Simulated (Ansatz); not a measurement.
Input for Ansatz (a first-principles code): R-CCSD(T)/aug-cc-pVDZ on HF (SMILES F) with ghost functions, monomers drawn apart or pushed together.

Ansatz 0.2 input:
```yaml
crystal:
  periodic: [false, false, false]
  atoms:
    - {symbol: F, position_ang: [-0.11084606, -0.27438190, -0.45428820]}
    - {symbol: H, position_ang: [-0.07941079, -0.21394166, 0.47618334]}
basis:
  gaussian:
    orbitals: aug-cc-pVDZ
    ghost_atoms:
      - {symbol: C, position_ang: [0.04179640, 0.02286556, 4.09611003]}
      - {symbol: O, position_ang: [0.07903577, 0.09628614, 5.21434427]}
magnetization: {spin_polarized: false}
correlation: {method: ccsd_t, electrons: outside_noble_gas}
scf: {lower_state_search: off}
```

The head of its log:

```
WARN ansatz: RAYON_NUM_THREADS=1 ignored (pool sized by the plan → 1); use --threads N
Functional definition: HF
these checks for a lower state are left out or cut short: stability, starts, cluster_reference, orbital_swaps, neighbouring_geometries, increment
integrals: 0.05 GiB planned
549 factors; integrals over basis functions are off by at most 1.2e-3 eV
mean field: 0.08 GiB planned
mean field evaluation 1: about -2721.0536 eV, gradient 2.4e1 eV
mean field evaluation 2: about -2721.0534 eV, gradient 2.4e1 eV
mean field evaluation 4: about -2722.0211 eV, gradient 1.2e0 eV
mean field evaluation 8: about -2722.0259 eV, gradient 5.1e-5 eV
mean field -2722.02585639 eV, -100.0326051671 hartree, gradient 1.0e-6 eV, S^2 0.000000; 0 other end points of the search recorded, 0 dependent functions left out
1 core orbitals not correlated
reference -2722.02585639 eV, -100.0326051671 hartree; 4, 4 occupied and 73, 73 virtual orbitals, 549 factors
```

### Question
What total energy does the run end on?

### Answer
-100.2637 hartree (reference determinant -100.0326, T1 diagnostic 0.013).
